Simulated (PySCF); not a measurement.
Spinor energies of Mn(13+) (manganese, charge +13)

Start: [Ne] 3s2. Calculated with PySCF 2.14 in an even-tempered Gaussian basis (19 s from 0.32 bohr⁻², ratio 2.6; 13 p from 0.41 bohr⁻², ratio 2.6; 7 d from 0.42 bohr⁻², ratio 2.8; 4 f from 7.5 bohr⁻², ratio 2.8): generalised Hartree-Fock with the X2C-1e Hamiltonian and a Gaussian nucleus; spin-orbit coupling (SO) screened by Boettger's factors.

```tsv
spinor shell	electrons	ε, screened SO (eV)	weight of nominal j (screened SO)	rms radius, screened SO (bohr)
1s1/2	2	-6992.7	1.000	0.0703
2s1/2	2	-1178.2	1.000	0.297
2p1/2	2	-1060.4	1.000	0.267
3s1/2	2	-400.88	1.000	0.771
```

Question: Where does 2p3/2 lie, and what is the 2p spin-orbit splitting (screened SO)?

Answer: At -1049.4 eV, 10.987 eV above 2p1/2.

```tsv
quantity	screened SO
E (hartree)	-1084.40944
M_J	0
⟨J²⟩	0.000
⟨L²⟩	0.000
⟨S²⟩	0.000
```
